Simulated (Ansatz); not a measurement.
The first iterations of a band of GeH4 + H3P (9 atoms, charge 0, multiplicity 1).

Computed with RKS revPBE/def2-SVP (Ansatz 0.2.0).

```yaml
movable_images: 7
climbing_image: yes
spring: 5.0 eV/Å²
optimiser: quadratic models (default)
start_path: through a guess of the saddle point
force_threshold: 0.03 eV/Å
iteration_limit: 60
end_points: relaxed
```

Initial state:

```xyz
9
Properties=species:S:1:pos:R:3
Ge 0.852 -0.053 -0.385
H 1.111 -0.117 1.143
H 2.197 0.150 -1.130
H -0.097 1.132 -0.699
H 0.197 -1.379 -0.853
P -3.813 0.107 1.835
H -3.360 -0.507 0.610
H -3.720 -1.137 2.560
H -2.473 0.492 2.209
```

Final state:

```xyz
9
Properties=species:S:1:pos:R:3
Ge -0.542 -0.333 -0.870
H 0.055 0.989 4.311
H 0.825 -0.359 -0.132
H -0.587 0.908 -1.805
H -0.686 -1.623 -1.728
P -2.239 -0.081 0.754
H -3.300 -0.364 -0.182
H -2.153 -1.457 1.180
H -0.479 1.008 3.761
```

| iteration | highest image above the first end (eV) | largest band force component (eV/Å) |
| --- | --- | --- |
| 1 | 5.217 | 6.102 |
| 2 | 4.019 | 2.625 |
| 3 | 3.342 | 2.872 |
| 4 | 2.915 | 0.741 |
| 5 | 2.656 | 4.291 |
| 6 | 2.350 | 0.991 |
| 7 | 1.948 | 0.758 |
| 8 | 1.977 | 0.689 |
| 9 | 1.782 | 1.028 |
| 10 | 1.776 | 0.737 |

Question: Does the band converge within its limit, and where does its top end?

Answer: The forces met the threshold. It ended after 31 iterations with the highest image 2.985 eV above the first end. Neighbouring images differ by up to 2.8 eV, so the band resolves the path poorly. A vibrational analysis at the climbing image gives one clearly imaginary mode, 1686i cm⁻¹: a first-order saddle point. The orbitals stay closed-shell, which can raise the energy where a bond breaks towards radicals; this wasn't checked here.

Run time: 4.8 min on 2 threads of Arm Neoverse V1, with other jobs on the host, peak memory 0.12 GiB.
